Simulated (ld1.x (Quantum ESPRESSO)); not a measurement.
## Pseudopotential generation for silver (Ag): PAW, PBE, scalar-relativistic.

ld1.x (Quantum ESPRESSO) 7.5 input, shortened:

```
&input
   title='Ag', zed=47., rel=1, dft='PBE', iswitch=3,
   config='[Kr] 4d10 5s1 5p0'
 /
 &inputp
   pseudotype=3, lpaw=.true., tm=.true., lloc=-1, rcloc=2.35,
   nlcc=.true., new_core_ps=.true.,
   which_augfun='PSQ', rmatch_augfun_nc=.true.
 /
6
5S  1  0   1.00   0.00  2.40  2.60  0.0
5S  1  0   0.00   0.70  2.40  2.60  0.0
5P  2  1   0.00   0.00  3.10  3.90  0.0
5P  2  1   0.00   2.10  3.10  3.90  0.0
4D  3  2  10.00   0.00  1.20  1.35  0.0
4D  3  2   0.00   2.95  1.20  1.35  0.0
 &test
   configts(1)='4d10 5s1 5p0'
 /
```

Results:

```
Cutoffs needed                            : 60 Ry and 110 Ry (the cutoffs (Ry, on a coarse ladder) from which the occupation-weighted sum of valence levels, in a spherical-Bessel basis at the reference potential, stays within 10 and 1 mRy of its value at 400 Ry)
Ghost test                                : no extra level below or beside the all-electron valence levels (s, p, d, f tested) (spherical-Bessel basis up to 400 Ry, 20 bohr box)
Largest excitation error                  : -333 meV (all-electron minus pseudo) for 4d8 5s0 5p0, out of 7 test configurations
Lowest eigenvalue of the overlap operator : 0.37 (s channel)
Density cutoff estimated by the generator : 288 Ry
```

Generation and tests took about 2 s on one core of a shared server CPU.
